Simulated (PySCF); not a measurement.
C5H7F, SMILES CC1=C(F)CC1.

Geometry: PBE0-D3(BJ)/def2-SVP. The structure was generated by enumeration, and PubChem lists no compound with its InChIKey, so it may never have been made.

Level of theory: PBE0-D3(BJ)/def2-SVP (PySCF 2.14.0).

Frequencies are harmonic and unscaled.

Computed vibrational spectrum:
| mode | ν (cm⁻¹) | IR (km/mol) | Raman (Å⁴/amu) | depolarisation | moving atoms (share of kinetic energy) |
|---|---|---|---|---|---|
| 1 | 149 | 0.1 | 0.1 | 0.75 | H 97 % |
| 2 | 206 | 2.3 | 0.0 | – | H 49 %, C 47 % |
| 3 | 233 | 2.3 | 1.5 | 0.74 | C 43 %, F 33 %, H 24 % |
| 4 | 282 | 3.9 | 0.0 | – | C 56 %, H 31 %, F 12 % |
| 5 | 441 | 3.5 | 0.9 | 0.68 | C 54 %, F 23 %, H 23 % |
| 6 | 533 | 0.6 | 3.2 | 0.75 | C 67 %, H 28 % |
| 7 | 670 | 0.9 | 3.5 | 0.75 | C 63 %, F 24 %, H 13 % |
| 8 | 742 | 15.4 | 7.8 | 0.21 | C 57 %, F 24 %, H 19 % |
| 9 | 833 | 0.9 | 0.8 | 0.75 | H 85 %, C 14 % |
| 10 | 932 | 1.0 | 4.3 | 0.70 | H 56 %, C 43 % |
| 11 | 943 | 0.6 | 14.0 | 0.35 | C 62 %, H 36 % |
| 12 | 994 | 0.1 | 4.3 | 0.75 | H 78 %, C 22 % |
| 13 | 1052 | 0.0 | 4.2 | 0.75 | H 55 %, C 45 % |
| 14 | 1105 | 0.0 | 5.8 | 0.75 | H 74 %, C 26 % |
| 15 | 1130 | 53.8 | 0.7 | 0.70 | C 66 %, H 30 % |
| 16 | 1155 | 0.1 | 8.7 | 0.75 | H 85 %, C 15 % |
| 17 | 1196 | 3.9 | 5.7 | 0.19 | H 55 %, C 45 % |
| 18 | 1207 | 9.7 | 0.5 | 0.67 | H 56 %, C 40 % |
| 19 | 1273 | 13.6 | 1.8 | 0.60 | C 71 %, H 27 % |
| 20 | 1368 | 73.5 | 7.4 | 0.46 | H 50 %, C 46 % |
| 21 | 1413 | 77.9 | 4.7 | 0.57 | C 57 %, H 39 % |
| 22 | 1444 | 4.1 | 30.8 | 0.72 | H 90 %, C 10 % |
| 23 | 1447 | 10.8 | 14.9 | 0.75 | H 97 % |
| 24 | 1454 | 4.5 | 25.6 | 0.61 | H 95 % |
| 25 | 1479 | 13.8 | 20.0 | 0.35 | H 75 %, C 25 % |
| 26 | 1841 | 86.4 | 45.1 | 0.16 | C 96 % |
| 27 | 3044 | 23.6 | 187.0 | 0.04 | H 97 % |
| 28 | 3061 | 39.3 | 127.2 | 0.22 | H 95 % |
| 29 | 3073 | 32.9 | 251.8 | 0.07 | H 95 % |
| 30 | 3119 | 14.6 | 128.4 | 0.75 | H 91 %, C 9 % |
| 31 | 3121 | 5.5 | 72.6 | 0.75 | H 90 %, C 10 % |
| 32 | 3135 | 22.8 | 118.1 | 0.75 | H 90 %, C 10 % |
| 33 | 3163 | 7.0 | 80.3 | 0.74 | H 91 %, C 9 % |
